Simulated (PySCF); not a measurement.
Species: CH7ClO2Si2.
SMILES: `CO[Si@H](Cl)O[SiH3]`

Torsions of this conformer, `[CH3:1][O:2][Si@H:3]([Cl:4])[O:5][SiH3:6]`: C1–O2–Si3–Cl4 -46°, O2–Si3–O5–Si6 35°.

The closed-shell ground state was solved at several levels (PySCF, density fitting, gas phase, non-relativistic). Geometry: PBE0-D3(BJ)/def2-SVP, one conformer, isolated molecule.

| level | basis functions | total energy (Eh) | HOMO (eV) | LUMO (eV) | gap (eV) | dipole (D) |
| --- | --- | --- | --- | --- | --- | --- |
| LC-wPBE/pcSseg-1 | 158 | -1231.6460 | -11.53 | 2.58 | 14.11 | 1.72 |
| CAM-B3LYP/pcSseg-1 | 158 | -1232.0244 | -10.15 | 1.38 | 11.53 | 1.66 |
| BLYP/pcSseg-1 | 158 | -1232.0061 | -7.01 | -0.45 | 6.56 | 1.56 |
| PBE0/pcSseg-0 | 80 | -1229.8158 | -8.64 | 0.42 | 9.06 | 2.09 |
| KT3/pcSseg-1 | 158 | -1242.3514 | -7.27 | -0.66 | 6.61 | 1.53 |
| KT2/pcSseg-1 | 158 | -1243.3487 | -7.24 | -0.82 | 6.42 | 1.56 |
| PBE/pcSseg-1 | 158 | -1231.3506 | -7.12 | -0.63 | 6.49 | 1.57 |
| BHandHLYP/pcSseg-1 | 158 | -1231.9586 | -10.22 | 1.28 | 11.50 | 1.67 |

Problem. Estimate the row for PBE0/def2-SVP, a basis of 131 functions; the other rows only guide the guess.

Solution. Total energy -1231.0310 Eh, HOMO -8.57 eV, LUMO 0.59 eV, gap 9.16 eV, dipole 1.46 D.

Problem. Over all these levels, which gives the widest orbital gap and which the narrowest?

Solution. LC-wPBE/pcSseg-1 (range-separated hybrid) has the widest, 14.11 eV, and KT2/pcSseg-1 (GGA) the narrowest, 6.42 eV. The two share the basis. From the narrowest to the widest the HOMO moves by -4.29 eV and the LUMO by +3.40 eV.

Problem. How far do the dipole and the HOMO energy spread over the levels?

Solution. The dipole runs from 1.46 to 2.09 D (mean 1.65 D) and the HOMO from -11.53 to -7.01 eV.
